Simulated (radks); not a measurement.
Problem. Yb X, 61 electrons, occupied as [Kr] 4d10 4f12 5s2 5p1. Calculated with a radial shooting solver on a logarithmic mesh with Libxc functionals: scalar-relativistic Kohn-Sham, PBE, spin-polarised, spherical densities, finite nucleus; open shells are filled with parallel spins first (spin-orbit coupling, left out, can overturn this in heavy ions); Fermi nuclear charge, rms radius 5.3108 fm. Some entries of the table are withheld. Estimate them.

| orbital | occ. | eigenvalue (eV) | r(max) (bohr) | <r> (bohr) |
|---|---|---|---|---|
| 1s up | 1 | -61384.89 | 0.01237 | 0.01966 |
| 1s down | 1 | -61384.78 | 0.01237 | 0.01966 |
| 2s up | 1 | -10529.88 | 0.07058 | 0.08334 |
| 2s down | 1 | -10529.80 | 0.07058 | 0.08334 |
| 2p up | 3 | -9300.524 | 0.05755 | 0.07414 |
| 2p down | 3 | -9300.414 | 0.05755 | 0.07414 |
| 3s up | 1 | -2493.473 | 0.1994 | 0.2167 |
| 3s down | 1 | -2492.380 | 0.1994 | 0.2167 |
| 3p up | 3 | -2122.712 | 0.1966 | 0.2162 |
| 3p down | 3 | -2121.607 | 0.1965 | 0.2162 |
| 3d up | 5 | -1670.853 | 0.1603 | 0.1961 |
| 3d down | 5 | -1669.993 | 0.1602 | 0.1960 |
| 4s up | 1 | -614.5440 | 0.4549 | 0.4871 |
| 4s down | 1 | -612.3480 | 0.4549 | 0.4871 |
| 4p up | 3 | -492.5454 | 0.4759 | 0.5166 |
| 4p down | 3 | -490.3778 | 0.4759 | 0.5166 |
| 4d up | 5 | -331.6685 | 0.4900 | 0.5551 |
| 4d down | 5 | -329.4796 | 0.4900 | 0.5550 |
| 5s up | 1 | -193.2150 | 1.022 | (1) |
| 5s down | 1 | -190.6664 | 1.021 | (2) |
| 5p up | 1 | -159.2595 | (3) | 1.215 |
| 5p down | 0 | -156.8378 | (4) | 1.219 |
| 4f up | 7 | -153.3094 | 0.4746 | 0.6563 |
| 4f down | 5 | -150.9674 | 0.4749 | 0.6561 |

Solution. 
(1) 5s up <r> (bohr): 1.095
(2) 5s down <r> (bohr): 1.097
(3) 5p up r(max) (bohr): 1.127
(4) 5p down r(max) (bohr): 1.128
